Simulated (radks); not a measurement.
Species: B2+. Configuration: [He] 2s1.

Calculated with a radial shooting solver on a logarithmic mesh with Libxc functionals: non-relativistic Kohn-Sham, LDA (Slater exchange, Perdew-Wang correlation), spin-polarised, spherical densities, point nucleus; open shells are filled with parallel spins first.

Energy parts (eV):
part                     energy
total                  -629.536
kinetic                 626.105
electron-nucleus      -1380.234
Hartree                 205.131
exchange-correlation    -80.538

Orbitals (lengths in bohr, moments of r in powers of bohr; r(90%) holds 90 % of the orbital's charge):
| orbital | occ. | eigenvalue (eV) | <r^4> | r(90%) |
|---|---|---|---|---|
| 1s up | 1 | -209.2716 | 0.05864 | 0.595 |
| 1s down | 1 | -208.4762 | 0.05770 | 0.594 |
| 2s up | 1 | -32.3596 | 16.46 | 2.51 |
| 2s down | 0 | -28.7575 | 19.45 | 2.61 |

The highest occupied level is 2s up at -32.360 eV. Spin moment in Bohr magnetons: 1.
